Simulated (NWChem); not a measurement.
**TiCl2O (TiOCl2): name the method**

TiCl2O has 4 atoms, charge 0, and is taken as a singlet. As SMILES, `[O]=[Ti]([Cl])[Cl]`. Geometry: a GFN2-xTB relaxation, a rough one for these elements and not checked as a minimum.

```xyz
4

Ti    0.1403   -0.0045    0.5787
O     1.6087   -0.0210   -0.0274
Cl   -0.8511    1.6994   -0.2703
Cl   -0.8979   -1.6738   -0.2811
```

A calculation with NWChem 7.3.0 gave:

The total energy is -1845.1900 Eh, the dipole moment is 4.74 D and the HOMO energy is -8.51 eV. The LUMO energy is -3.68 eV and the HOMO–LUMO gap is 4.83 eV. The largest force is 1.507 eV/Å.

Problem. Which of these levels gave the numbers?
A. B3LYP/6-31G* (spherical functions)
B. HF/STO-3G
C. HF/3-21G
D. B3LYP/6-31G* (Cartesian functions)

Solution. A. The others give -1845.2065 Eh (B3LYP/6-31G* (Cartesian functions)), -1823.0233 Eh (HF/STO-3G), -1833.4339 Eh (HF/3-21G).
